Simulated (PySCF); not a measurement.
# What a mistake does to a calculation on BH5N2Si

Calculated results; nothing here was measured. The program is PySCF 2.14.0, an open-source quantum chemistry code, run on an isolated molecule that a program drew, which may never have been made. The molecule is BH5N2Si (charge 0, singlet), drawn as the SMILES string `NBN[SiH]`.

Each row is a Hartree-Fock (HF) and frozen-core CCSD(T) single point in the cc-pV(D+d)Z basis, meant for a local HF minimum. Run 1 is clean. Each other run has one planted mistake out of seven kinds, and not every kind appears here: one electron removed, one electron added, multiplicity raised by two, geometry at a saddle point, minimal basis STO-3G, one bond length entered in bohr, all coordinates scaled. The reference is restricted for singlets and unrestricted otherwise, and also for a bond in bohr. Adding or removing an electron swaps singlet and doublet. Electrons count all cores. HOMO and LUMO are orbital energies over both spins, the gradient is its largest component, and the lowest frequency (negative if imaginary) is given only where the gradient is small. Bond lengths are over the 8 bonds as drawn. T1 is the CCSD diagnostic: over 0.02 (restricted) or 0.045 (unrestricted) a single reference is doubtful.

Geometry of the clean run:
```xyz
9
BH5N2Si, angstrom
N    -1.6296    1.4392    2.3722
B    -2.0279    0.9855    1.1072
N    -1.4329   -0.1722    0.4782
Si   -1.8673   -0.7916   -1.0717
H    -0.9193    1.0074    2.9257
H    -2.0424    2.2382    2.8027
H    -2.8938    1.5775    0.5230
H    -0.7123   -0.6370    1.0013
H    -0.8758   -1.9510   -1.0648
```

```
run  electrons  basis functions  <S^2>  HOMO (eV)  LUMO (eV)  gradient (hartree/bohr)  lowest frequency (cm^-1)  mean bond (Å)  longest bond (Å)      T1  HF (hartree)  CCSD(T) (hartree)                     mistake
  1         38               90  0.000      -8.60       1.71                  2.0e-05                       129         1.2873             1.725  0.0154    -425.50332         -426.07137                    no fault
  2         38               90  2.005      -6.87       0.59                  3.5e-02                         -         1.2873             1.725  0.0167    -425.44781         -425.99022  multiplicity raised by two
  3         37               90  0.771     -15.29      -6.59                  6.7e-02                         -         1.2873             1.725  0.0226    -425.22504         -425.76715        one electron removed
  4         38               90  0.000      -8.50       1.82                  2.0e-02                         -         1.2603             1.688  0.0146    -425.49907         -426.06293      all coordinates scaled
  5         38               29  0.000      -5.98       6.83                  3.0e-02                         -         1.2873             1.725  0.0197    -420.41972         -420.63936        minimal basis STO-3G
  6         38               90  0.779      -8.79       1.62                  2.4e-02                         -         1.3982             1.884  0.0629    -425.35005         -425.91820                           ?
```

**Which mistake was planted in run 6, and what did it cost?**

The mean bond changes by a factor of 1.086 and the longest by 1.092, so the molecule wasn't scaled as a whole. A length L in bohr read as angstrom grows by (1/0.5292 - 1) L = 0.890 L. The 8 bonds together grew by 8 x 0.1109 = 0.887 Å, which gives L = 0.997 Å. That is the length of one of the H-N bonds, 0.997 Å in the clean geometry. So the mistake is: one bond length entered in bohr. Subtracting run 1 and multiplying by 627.51 kcal/mol a hartree, the energy moved by 96.2 kcal/mol in HF and 96.1 kcal/mol in CCSD(T).

Cautions from the logs. Run 6: T1 is over the limit, so its CCSD(T) energy is less reliable.
